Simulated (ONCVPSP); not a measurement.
## Cutoff test, lanthanum (La), ONCV

```json
{"Element": "La (Z = 57)", "Generator": "ONCVPSP 4.0.1", "Type": "optimised norm-conserving Vanderbilt (ONCV)", "Functional": "Wu-Cohen", "Relativity": "scalar-relativistic", "Frozen core": "[Kr] 4d10", "Valence charge": "11", "Reference configuration": "5s2 5p6 5d1 6s0.5 (charge +1.5)", "Partial waves": "5s+6s: rc 2.50 bohr, ncon 3, nbas 6, qcut 4.2 1/bohr, 2 projectors; 5p: rc 2.40 bohr, ncon 3, nbas 7, qcut 7.1 1/bohr, 2 projectors, debl 1.3 Ha; 5d: rc 2.35 bohr, ncon 4, nbas 8, qcut 4.4 1/bohr, 3 projectors, debl 2.9 Ha; f scattering state at 0.12 Ha: rc 2.30 bohr, ncon 4, nbas 7, qcut 4.6 1/bohr, 2 projectors, debl 2.6 Ha", "Local potential": "polynomial inside 1.60 bohr (lpopt 5, dvloc0 0 Ha)", "Core correction": "none"}
```

In the f channel the program set the typed energies aside and used -0.496, 2.104 Ha.

For each optimised wave give the share of its norm inside rc, the residual kinetic energy above qcut (Ha) and the cutoffs (Ha) for errors of 10, 1, 0.1 and 0.01 mHa per electron.

| wave | norm inside rc | residual KE | 10 mHa | 1 mHa | 0.1 mHa | 0.01 mHa |
| --- | --- | --- | --- | --- | --- | --- |
| 5s | 0.953 | 1.9e-05 | 3.2 | 6.2 | 7.6 | 14.8 |
| 6s | 0.105 | 3.7e-05 | 2.5 | 6.4 | 8.2 | 14.3 |
| 5p | 0.846 | 8.2e-09 | 9.8 | 13.9 | 17.1 | 19.6 |
| p projector 2 | 0.061 | 3.9e-09 | 4.3 | 12.1 | 15.8 | 18.7 |
| 5d | 0.439 | 4.5e-06 | 4.3 | 5.9 | 7.2 | 9.2 |
| d projector 2 | 0.101 | 7.3e-05 | 6.3 | 7.5 | 9.7 | 31.4 |
| d projector 3 | 0.101 | 5.2e-03 | 9.5 | 13.0 | 20.0 | 49.9 |
| f projector 1 | 0.939 | 2.5e-01 | 35.5 | 42.1 | 62.3 | 99.6 |
| f projector 2 | 0.166 | 6.7e-01 | 45.2 | 52.2 | 66.2 | 92.7 |

The occupied waves need 14 Ha and 17 Ha for 1 and 0.1 mHa. The cutoffs count occupied waves only; projector 2 of the f channel, the hardest unoccupied one, needs 52 Ha at the loose tolerance. Note: no bound ghost flagged; GHOST(+) flagged for s at 22.5 eV.
